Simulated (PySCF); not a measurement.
GeH₇NSi₂, SMILES [NH]1[SiH2][SiH2][GeH2]1.

Geometry: PBE0-D3(BJ)/def2-SVP. The structure was generated by enumeration, and PubChem lists no compound with its InChIKey, so it may never have been made.

Level of theory: TDDFT-CAM-B3LYP/def2-SVPD in PySCF 2.14.0.

Vertical excitations. Gas-phase values at a fixed geometry. State labels are in the subgroup Cs.

Computed UV-visible absorptions:
```json
[
 {"state": "S1", "symmetry": "A\"", "energy (eV)": "5.47", "λ (nm)": "227", "f": "0.002", "main pairs": "HOMO→LUMO 94 %"},
 {"state": "S2", "symmetry": "A'", "energy (eV)": "5.81", "λ (nm)": "213", "f": "0.136", "main pairs": "HOMO−1→LUMO 93 %"},
 {"state": "S3", "symmetry": "A\"", "energy (eV)": "6.08", "λ (nm)": "204", "f": "0.000", "main pairs": "HOMO−1→LUMO+2 98 %"},
 {"state": "S4", "symmetry": "A\"", "energy (eV)": "6.32", "λ (nm)": "196", "f": "0.005", "main pairs": "HOMO→LUMO+1 94 %"},
 {"state": "S5", "symmetry": "A'", "energy (eV)": "6.45", "λ (nm)": "192", "f": "0.003", "main pairs": "HOMO→LUMO+2 97 %"},
 {"state": "S6", "symmetry": "A'", "energy (eV)": "6.53", "λ (nm)": "190", "f": "0.168", "main pairs": "HOMO−1→LUMO+1 91 %"},
 {"state": "S7", "symmetry": "A\"", "energy (eV)": "6.79", "λ (nm)": "183", "f": "0.013", "main pairs": "HOMO→LUMO+3 91 %"},
 {"state": "S8", "symmetry": "A'", "energy (eV)": "6.80", "λ (nm)": "182", "f": "0.035", "main pairs": "HOMO−1→LUMO+3 89 %"},
 {"state": "S9", "symmetry": "A'", "energy (eV)": "7.16", "λ (nm)": "173", "f": "0.060", "main pairs": "HOMO−2→LUMO 88 %"},
 {"state": "S10", "symmetry": "A'", "energy (eV)": "7.30", "λ (nm)": "170", "f": "0.110", "main pairs": "HOMO−2→LUMO+1 71 %, HOMO−1→LUMO+4 15 %"},
 {"state": "T1", "symmetry": "A\"", "energy (eV)": "5.16", "λ (nm)": "240", "f": "0", "main pairs": "HOMO→LUMO 89 %"},
 {"state": "T2", "symmetry": "A'", "energy (eV)": "5.18", "λ (nm)": "239", "f": "0", "main pairs": "HOMO−1→LUMO 89 %"},
 {"state": "T3", "symmetry": "A\"", "energy (eV)": "5.50", "λ (nm)": "225", "f": "0", "main pairs": "HOMO−1→LUMO+2 96 %"},
 {"state": "T4", "symmetry": "A'", "energy (eV)": "5.55", "λ (nm)": "223", "f": "0", "main pairs": "HOMO−1→LUMO+1 83 %"}
]
```
Triplets are in the Tamm–Dancoff approximation, which puts them higher than full response would, so one can lie above its singlet here.
